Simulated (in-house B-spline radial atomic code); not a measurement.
Ionising Re II (Re+) with different functionals

Computed with a B-spline radial code for spherical atoms: four-component Dirac-Coulomb Hamiltonian, Fermi nucleus of rms radius 5.3698 fm, spin-restricted, spherical fractional occupations for the functionals. The ionisation energy is the difference of two self-consistent energies, [Xe] 4f14 5d5 6s1 → [Xe] 4f14 5d5, without Breit or QED terms; ε is the level of the shell that loses the electron (mean over j).

Hybrids are left out here: with spherical fractional occupations of an open shell their exact exchange keeps a self-interaction that integer-occupation calculations don't have.

```csv
method,rung,ΔSCF (eV),-ε(6s) (eV)
LDA VWN5,LDA,16.67,12.99
relativistic LDA,LDA,16.62,12.94
LDA PW92,LDA,16.67,12.99
LDA exchange-only,LDA,15.58,11.92
PBE,GGA,16.32,12.68
PBEsol,GGA,16.34,12.73
BLYP,GGA,16.39,12.67
RPBE,GGA,?,?
PW91,GGA,16.39,12.75
BP86,GGA,16.51,12.88
AM05,GGA,?,?
OLYP,GGA,15.94,12.30
```

Task: What does AM05 give?

Result: ΔSCF 16.29 eV, and -ε(6s) = 12.66 eV.

Task: What does RPBE give?

Result: ΔSCF 16.17 eV, and -ε(6s) = 12.55 eV.

Task: How do they compare with the NIST value?

Result: NIST lists 16.6 eV ± 0.5 (semi-empirical, ground level to ground level). Errors run from -1.02 to +0.07 eV; relativistic LDA is closest (+0.02 eV), though others lie within the uncertainty of it, and part of that can be cancellation, since the calculations leave out Breit-QED terms, spin polarisation, the choice among j levels, multiplet and fine-structure energies.
